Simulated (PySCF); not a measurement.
**Dipole response of Si (silicon, neutral)**

[Ne] 3s1 3p3, high-spin 5S determinant (an excited configuration). Calculation: PySCF 2.14, in aug-cc-pVTZ-DK (6s5p3d2f, 50 functions); the spin-free X2C one-electron Hamiltonian (Gaussian nucleus). Coupled (time-dependent) response in atomic units; α is the mean over directions.

```json
{"method": "UHF", "mean α (bohr³)": "34.38", "C₆ (like pair)": "271.2", "S(−4)": "407.0"}
{"method": "PBE", "mean α (bohr³)": "38.37", "C₆ (like pair)": "310.0", "S(−4)": "565.6"}
{"method": "PBE0", "mean α (bohr³)": "36.61", "C₆ (like pair)": "292.3", "S(−4)": "494.2"}
{"method": "wB97M-V", "mean α (bohr³)": "39.21", "C₆ (like pair)": "310.0", "S(−4)": "624.1"}
{"method": "B97-3", "mean α (bohr³)": "38.08", "C₆ (like pair)": "308.2", "S(−4)": "545.2"}
```

S(−4) is the Cauchy moment in α(ω) = α(0) + S(−4) ω² + …

α(iu) at wB97M-V:

| u (hartree) | α(iu) (bohr³) |
| --- | --- |
| 0 | 39.21 |
| 0.0500 | 37.73 |
| 0.100 | 33.98 |
| 0.200 | 24.79 |
| 0.300 | 17.48 |
| 0.500 | 9.309 |
| 0.750 | 4.996 |
| 1.00 | 3.076 |
| 1.50 | 1.504 |
| 2.00 | 0.9001 |
| 3.00 | 0.4396 |
| 5.00 | 0.1797 |

A single London oscillator, α(iu) = α/(1 + u²/ω²), gives C₆ = (3/4) ω α². Matching the computed C₆ needs ω = 4 × 310.0 / (3 × 39.21²) = 0.269 hartree.
